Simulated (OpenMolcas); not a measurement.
**Ni⁷⁺: effect of the active space**

```yaml
Program: OpenMolcas
Method: MS-CASPT2 or its RAS form, IPEA 0.25 Eh, imaginary shift 0.1 Eh
Basis: ANO-RCC-VQZP
Scalar_Hamiltonian: DKH2, point nucleus
Spin-orbit_coupling: state interaction with AMFI integrals over the reference wave functions, term energies averaged over their components
```

A. 3 electrons in 5 orbitals (3d); 2S+1 = 4 even, 10 roots; 2S+1 = 2 even, 40 roots; closed shells correlated: 3s 3p; CASPT2 step about 40 core-seconds
B. 9 electrons in 8 orbitals (RAS1 3p, at most 2 holes; RAS2 3d); 2S+1 = 4 even, 10 roots; 2S+1 = 2 even, 40 roots; closed shells correlated: 3s; CASPT2 step about 60 core-seconds
C. 3 electrons in 10 orbitals (3d 4d); 2S+1 = 4 even, 10 roots; 2S+1 = 2 even, 40 roots; closed shells correlated: 3s 3p; CASPT2 step of the order of 9 core-minutes

Energies in cm⁻¹ above 3d³ ⁴F_3/2, the measured ground level; measured values from Corliss and Sugar, J. Phys. Chem. Ref. Data 10, 197 (1981).

```json
{"Level": "3d³ ⁴F_3/2", "A": "0.0", "B": "0.0", "C": "0.0", "Measured": "0.0"}
{"Level": "3d³ ⁴F_5/2", "A": "950", "B": "965", "C": "955", "Measured": "1012"}
{"Level": "3d³ ⁴F_7/2", "A": "2210", "B": "2240", "C": "2220", "Measured": "2184"}
{"Level": "3d³ ⁴F_9/2", "A": "3710", "B": "3760", "C": "3730", "Measured": "3721"}
{"Level": "3d³ ⁴P_1/2", "A": "24200", "B": "24160", "C": "23780", "Measured": "23261"}
{"Level": "3d³ ⁴P_3/2", "A": "24440", "B": "24400", "C": "24020", "Measured": "23710"}
{"Level": "3d³ ⁴P_5/2", "A": "25700", "B": "25700", "C": "25310", "Measured": "24669"}
{"Level": "3d³ ²G_7/2", "A": "26320", "B": "26500", "C": "25990", "Measured": ""}
{"Level": "3d³ ²G_9/2", "A": "27520", "B": "27700", "C": "27220", "Measured": ""}
{"Level": "3d³ ²P_3/2 [51 %]", "A": "33390", "B": "33440", "C": "32930", "Measured": ""}
{"Level": "3d³ ²P_1/2", "A": "33970", "B": "33880", "C": "33400", "Measured": ""}
{"Level": "3d³ ²H_9/2", "A": "36780", "B": "36590", "C": "36440", "Measured": ""}
{"Level": "3d³ ²D_5/2(1)", "A": "37110", "B": "37430", "C": "36820", "Measured": ""}
{"Level": "3d³ ²D_3/2(1) [54 %]", "A": "37480", "B": "37630", "C": "37070", "Measured": ""}
{"Level": "3d³ ²H_11/2", "A": "37600", "B": "37410", "C": "37300", "Measured": ""}
{"Level": "3d³ ²F_7/2", "A": "58840", "B": "58870", "C": "58550", "Measured": ""}
{"Level": "3d³ ²F_5/2", "A": "59350", "B": "59380", "C": "59060", "Measured": ""}
{"Level": "3d³ ²D_5/2(2)", "A": "92100", "B": "91340", "C": "91880", "Measured": ""}
{"Level": "3d³ ²D_3/2(2)", "A": "92690", "B": "91940", "C": "92410", "Measured": ""}
```

Deviations, from unrounded energies. A percentage is the sum of absolute deviations over the sum of measured energies, with the sign that they share, or ± where signs differ.

```csv
Against measurement,Levels,A,B,C
mean absolute deviation (cm-1),6,470,460,260
fine structure of the ground term (%),3,±1.4,±2.1,±1.4
other terms of the ground configuration (%),3,+3.8,+3.6,+2.1
```

C lies closest to measurement on these levels and A furthest from it. The largest miss of C in the table is 3d³ ⁴P_5/2, by +640 cm-1. The ranking rests on the paired levels alone, and a cruder setting can come out closer through cancelling errors.

The two smallest mean deviations differ by little beside CASPT2's spread within terms, so their order carries little weight.

Among A to C the level of the table that moves most is 3d³ ²D_5/2(2), by 760 cm-1 (lowest in B, highest in A). Moves below CASPT2's spread within the term are not significant.

CASPT2 breaks the degeneracy within a term, and the mean is taken; among the terms shown or strongly mixed into the levels shown the widest spread is 1200 cm-1 (3d³ ⁴F, B). Active for correlation alone: 3p; no level in the range computed is led by a configuration that opens it, so any true level of that kind is missing (holds for B). The CASPT2 spread within a term exceeds the gap to the next term for 3d³ ²D(1) and 3d³ ²H, so the order of their levels is uncertain (holds for B). Active for correlation alone: 4d; no level in the range computed is led by a configuration that fills it, so any true level of that kind is missing (holds for C). Measured partners are found by configuration, term and J. A level has none where our copy of the source lacks it or the pairing is in doubt (some pairs that miss far off the trend of their configuration count as doubtful), and it then counts in no deviation. Only configurations of the active space appear.

A share in square brackets marks a mixed level and gives the weight of the term that names it, the lowest over the columns. A number in round brackets counts repeated terms of one configuration in the order of the reference energies.
